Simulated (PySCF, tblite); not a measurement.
Isomers of C8H12P2. Computed with GFN2-xTB (tblite): harmonic, unscaled wavenumbers at the GFN2-xTB geometry, gas phase. Errors from tens to a few hundred cm⁻¹ against measured bands are possible. Modes of hydrogen on phosphorus can be 10 to 20 % off. One conformer each.

Electronic energies: PBE0/pcSseg-1 single points on the GFN2-xTB geometries (PySCF, gas phase).

```
          SMILES  electronic energy, lowest = 0 (kcal/mol)
  CP(C)c1ccccc1P                                       3.2
  Cc1cpcpc1C(C)C                                       5.7
C#CP1CCP(C=C)CC1                                      65.6
  Cc1ccc(PCP)cc1                                       0.0
```

Task: How do GFN2-xTB zero-point energies change the relative energies?

Result: 
```tsv
SMILES	ZPE (kcal/mol)	of it from modes above 1550 cm⁻¹	electronic (kcal/mol)	with ZPE, lowest = 0 (kcal/mol)	lowest mode (cm⁻¹)	rings
Cc1ccc(PCP)cc1	105.7	53.1	0.0	0.0	13	1
CP(C)c1ccccc1P	106.5	54.3	3.2	3.9	72	1
Cc1cpcpc1C(C)C	111.2	51.7	5.7	11.1	40	1
C#CP1CCP(C=C)CC1	107.4	57.1	65.6	67.2	35	1
```

The zero-point energies span 5.5 kcal/mol, from `Cc1ccc(PCP)cc1` to `Cc1cpcpc1C(C)C`. The order is unchanged.

Task: And how do the electronic energies of GFN2-xTB itself compare?

Result: `Cc1ccc(PCP)cc1` 5.0; `CP(C)c1ccccc1P` 0.0; `Cc1cpcpc1C(C)C` 14.1; `C#CP1CCP(C=C)CC1` 60.7 kcal/mol, lowest = 0. Against the energies above, taken from the same isomer `Cc1ccc(PCP)cc1`, the largest difference is 9.9 kcal/mol.

Task: What do entropy and thermal enthalpy add at 298.15 K and 1 bar (rigid rotor, harmonic oscillator, one conformer each)?

Result: 
```csv
SMILES,point group,symmetry number,S (cal/(mol K)),H − H(0) (kcal/mol),ZPE + H − H(0) − TS (kcal/mol)
CP(C)c1ccccc1P,C1,1,104.9,7.96,83.1
Cc1cpcpc1C(C)C,C1,1,105.3,7.80,87.6
C#CP1CCP(C=C)CC1,C1,1,110.8,8.40,82.8
```

Not tabulated: `Cc1ccc(PCP)cc1` (lowest mode only 12 cm⁻¹).
